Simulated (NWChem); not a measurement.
Program: NWChem. System: C4H5NSi, charge 0, spin multiplicity 1, at a geometry optimised with PBE/def2-SVP. The structure started from a generated list of species. Level: r2SCAN/def2-SVP.

Input file:

```
start mol
memory heap 200 mb stack 800 mb global 1000 mb
geometry units angstroms nocenter noautoz
  C     -3.014590    -0.218755     0.000000
  C     -1.788399    -0.272551     0.000000
  C     -0.369013    -0.220874     0.000000
  N      0.431849    -1.261499     0.000000
  C      1.797009    -0.664260     0.000000
  Si     1.017194     1.094841     0.000000
  H     -4.095773    -0.194189     0.000000
  H      2.374545    -0.986027     0.893052
  H      2.374545    -0.986027    -0.893052
  H      1.166493     1.963806    -1.222899
  H      1.166493     1.963806     1.222899
  symmetry group Cs
end
basis spherical
  * library def2-svp
end
dft
  xc r2scan
  semidirect memsize 60000000 filesize 0
  iterations 100
  grid fine
end
task dft energy
```

NWChem printed:

```
             Northwest Computational Chemistry Package (NWChem) 7.3.0
             --------------------------------------------------------

                                NWChem Input Module
                                -------------------

 Scaling coordinates for geometry "geometry" by  1.889725989
 (inverse scale =  0.529177249)

 Turning off AUTOSYM since
 SYMMETRY directive was detected!

                             Geometry "geometry" -> ""
                             -------------------------

 Output coordinates in angstroms (scale by  1.889725989 to convert to a.u.)

  No.       Tag          Charge          X              Y              Z
 ---- ---------------- ---------- -------------- -------------- --------------
    1 C                    6.0000    -3.01459000    -0.21875500     0.00000000
    2 C                    6.0000    -1.78839900    -0.27255100     0.00000000
    3 C                    6.0000    -0.36901300    -0.22087400     0.00000000
    4 N                    7.0000     0.43184900    -1.26149900     0.00000000
    5 C                    6.0000     1.79700900    -0.66426000     0.00000000
    6 Si                  14.0000     1.01719400     1.09484100     0.00000000
    7 H                    1.0000    -4.09577300    -0.19418900     0.00000000
    8 H                    1.0000     2.37454500    -0.98602700     0.89305200
    9 H                    1.0000     2.37454500    -0.98602700    -0.89305200
   10 H                    1.0000     1.16649300     1.96380600    -1.22289900
   11 H                    1.0000     1.16649300     1.96380600     1.22289900

 Effective nuclear repulsion energy (a.u.)     241.6160579363

            Nuclear Dipole moment (a.u.)
            ----------------------------
        X                 Y               Z
 ---------------- ---------------- ----------------
     0.0000075589     0.0000188973     0.0000000000

      Symmetry information
      --------------------

 Group name             Cs
 Group number              2
 Group order               2
 No. of unique centers     9

      Symmetry unique atoms

     1    2    3    4    5    6    7    8   10


 Summary of "ao basis" -> "" (spherical)
 ------------------------------------------------------------------------------
       Tag                 Description            Shells   Functions and Types
 ---------------- ------------------------------  ------  ---------------------
 *                          def2-svp                  on all atoms

                                 NWChem DFT Module
                                 -----------------

 Summary of "ao basis" -> "ao basis" (spherical)
 ------------------------------------------------------------------------------
       Tag                 Description            Shells   Functions and Types
 ---------------- ------------------------------  ------  ---------------------
 C                          def2-svp                 6       14   3s2p1d
 N                          def2-svp                 6       14   3s2p1d
 Si                         def2-svp                 8       18   4s3p1d
 H                          def2-svp                 3        5   2s1p

 Summary of "ao basis" -> "ao basis" (spherical)
 ------------------------------------------------------------------------------
       Tag                 Description            Shells   Functions and Types
 ---------------- ------------------------------  ------  ---------------------
 C                          def2-svp                 6       14   3s2p1d
[...]
 d= 0,ls=0.0,diis     8   -499.1470185402  4.18D-06  7.04D-05  4.77D-05     9.1
 Grid integrated density:      49.999994599774
 Requested integration accuracy:   0.10E-06
 d= 0,ls=0.0,diis     9   -499.1470255145 -6.97D-06  1.62D-05  5.49D-06    10.1
 Grid integrated density:      49.999994600736
 Requested integration accuracy:   0.10E-06
 d= 0,ls=0.0,diis    10   -499.1470261595 -6.45D-07  4.45D-06  2.73D-07    11.0

         Total DFT energy =     -499.147026159511
      One electron energy =    -1162.375429128517
           Coulomb energy =      472.645982543994
    Exchange-Corr. energy =      -51.033637511332
 Nuclear repulsion energy =      241.616057936344

 Numeric. integr. density =       49.999994600736

     Total iterative time =     10.5s

                  Occupations of the irreducible representations
                  ----------------------------------------------

                     irrep           alpha         beta
                     --------     --------     --------
                     a'               20.0         20.0
                     a"                5.0          5.0

                       DFT Final Molecular Orbital Analysis
                       ------------------------------------

 Vector   23  Occ=2.000000D+00  E=-2.605695D-01  Symmetry=a'
              MO Center= -1.5D+00, -2.1D-01, -2.1D-17, r^2= 4.1D+00
   Bfn.  Coefficient  Atom+Function         Bfn.  Coefficient  Atom+Function
  ----- ------------  ---------------      ----- ------------  ---------------
     5      0.391680   1 C  py               19      0.355057   2 C  py
     8      0.241947   1 C  py               22      0.203750   2 C  py
    61      0.196006   5 C  py               78      0.146967   6 Si px
    45      0.126870   4 N  s                64      0.121646   5 C  py
    81      0.107526   6 Si px               46      0.094082   4 N  px

 Vector   24  Occ=2.000000D+00  E=-2.496154D-01  Symmetry=a"
              MO Center= -1.2D+00, -5.4D-01,  4.3D-16, r^2= 4.2D+00
   Bfn.  Coefficient  Atom+Function         Bfn.  Coefficient  Atom+Function
  ----- ------------  ---------------      ----- ------------  ---------------
     6      0.364313   1 C  pz               48      0.321816   4 N  pz
    20      0.291600   2 C  pz               51     -0.232576   4 N  pz
     9      0.224959   1 C  pz               23      0.187947   2 C  pz
    34     -0.178073   3 C  pz               37     -0.152300   3 C  pz
    94      0.126613   8 H  s                99     -0.126613   9 H  s

 Vector   25  Occ=2.000000D+00  E=-2.160015D-01  Symmetry=a'
              MO Center=  4.0D-01, -6.7D-01, -8.0D-16, r^2= 3.1D+00
   Bfn.  Coefficient  Atom+Function         Bfn.  Coefficient  Atom+Function
  ----- ------------  ---------------      ----- ------------  ---------------
    47      0.455155   4 N  py               50     -0.321097   4 N  py
    45      0.275850   4 N  s                33      0.219734   3 C  py
    73      0.194962   6 Si s                61      0.184710   5 C  py
    21     -0.181274   2 C  px               79     -0.171254   6 Si py
    82     -0.161977   6 Si py               31      0.155180   3 C  s

 Vector   26  Occ=0.000000D+00  E=-9.047353D-02  Symmetry=a"
              MO Center= -6.2D-01, -5.1D-01,  5.8D-16, r^2= 3.8D+00
   Bfn.  Coefficient  Atom+Function         Bfn.  Coefficient  Atom+Function
  ----- ------------  ---------------      ----- ------------  ---------------
    48      0.426584   4 N  pz               51     -0.420118   4 N  pz
    34      0.347643   3 C  pz               37      0.322665   3 C  pz
     9     -0.318780   1 C  pz                6     -0.301754   1 C  pz
    83      0.176801   6 Si pz              105      0.153131  10 H  s
   110     -0.153131  11 H  s                23      0.148828   2 C  pz

 Vector   27  Occ=0.000000D+00  E=-2.987873D-02  Symmetry=a'
              MO Center=  2.5D-01,  7.9D-01,  2.5D-15, r^2= 5.6D+00
   Bfn.  Coefficient  Atom+Function         Bfn.  Coefficient  Atom+Function
  ----- ------------  ---------------      ----- ------------  ---------------
    81      0.905018   6 Si px               31      0.619695   3 C  s
    59     -0.537888   5 C  s                 8     -0.304314   1 C  py
    36      0.290390   3 C  py               78      0.269387   6 Si px
    45      0.252465   4 N  s                22      0.238935   2 C  py
     5     -0.231863   1 C  py               19      0.217124   2 C  py

 Vector   28  Occ=0.000000D+00  E= 7.712863D-04  Symmetry=a'
              MO Center= -7.2D-01,  2.3D-01, -3.4D-15, r^2= 6.0D+00
   Bfn.  Coefficient  Atom+Function         Bfn.  Coefficient  Atom+Function
  ----- ------------  ---------------      ----- ------------  ---------------
    59      0.659238   5 C  s                82      0.516915   6 Si py
    81     -0.502418   6 Si px                8     -0.464293   1 C  py
    22      0.441659   2 C  py               31     -0.430503   3 C  s
    64      0.392434   5 C  py               45      0.338816   4 N  s
     5     -0.327035   1 C  py               19      0.323368   2 C  py

 center of mass
 --------------
 x =  -0.05936658 y =  -0.03533468 z =   0.00000000

 moments of inertia (a.u.)
 ------------------
         276.847926258125         -87.807813535305           0.000000000000
         -87.807813535305         910.335143380296           0.000000000000
           0.000000000000           0.000000000000        1154.172626084287

     Multipole analysis of the density
     ---------------------------------

     L   x y z        total         alpha         beta         nuclear
     -   - - -        -----         -----         ----         -------
     0   0 0 0     -0.000000    -25.000000    -25.000000     50.000000

     1   1 0 0      0.185241      0.092617      0.092617      0.000008
     1   0 1 0      0.694329      0.347155      0.347155      0.000019
     1   0 0 1     -0.000000     -0.000000     -0.000000      0.000000

     2   2 0 0    -24.084799   -262.863131   -262.863131    501.641462
     2   1 1 0     -0.347658    -22.814912    -22.814912     45.282166
     2   1 0 1      0.000000      0.000000      0.000000      0.000000
     2   0 2 0    -34.974088    -91.210589    -91.210589    147.447089
     2   0 1 1      0.000000      0.000000      0.000000      0.000000
     2   0 0 2    -32.459215    -24.418143    -24.418143     16.377071

 Task  times  cpu:       11.0s     wall:       11.0s

 Total times  cpu:       11.0s     wall:       11.0s
```
